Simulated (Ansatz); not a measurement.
Cu3H2⁺ was relaxed with B3LYP-D4 (def2-TZVP) in Ansatz in these states: charge +1 quintet, charge +1 singlet, charge +1 triplet. The geometries follow in no particular order.

A:

Cartesian coordinates in Å:
```
Cu 0.102 0.077 0.026
Cu -0.748 -0.267 2.403
Cu 0.334 -0.045 -2.507
H 0.973 -0.550 -1.177
H -0.662 0.786 1.256
```

B:

```xyz
5

Cu    0.007    0.004   -0.002
Cu    1.835   -2.409    1.407
Cu   -1.851    2.399   -1.402
H    -0.886    1.163   -0.682
H     0.895   -1.158    0.679
```

C:

```xyz
5

Cu    0.101   -0.205    0.061
Cu   -2.420    1.046   -1.662
Cu    2.209   -0.170    1.535
H     1.206   -1.124    0.829
H    -1.096    0.454   -0.763
```

Problem. Judge from the bond lengths which geometry belongs to which state (an estimate).

Solution. A is the charge +1 singlet (Cu1–Cu2 2.547 Å, Cu1–Cu3 2.547 Å, Cu3–H4 1.560 Å); B is the charge +1 quintet (Cu1–Cu2 3.339 Å, Cu1–Cu3 3.339 Å, Cu3–H4 1.725 Å); C is the charge +1 triplet (Cu1–Cu2 3.300 Å, Cu1–Cu3 2.572 Å, Cu3–H4 1.554 Å).

At PBE0-D4/def2-TZVP a singlet lies 5.93 eV below the charge +1 quintet. At PBE0-D4/def2-TZVP a singlet lies 2.98 eV below the charge +1 triplet. These are the stationary points nearest to one start from a short search; other shapes may lie lower in each state.
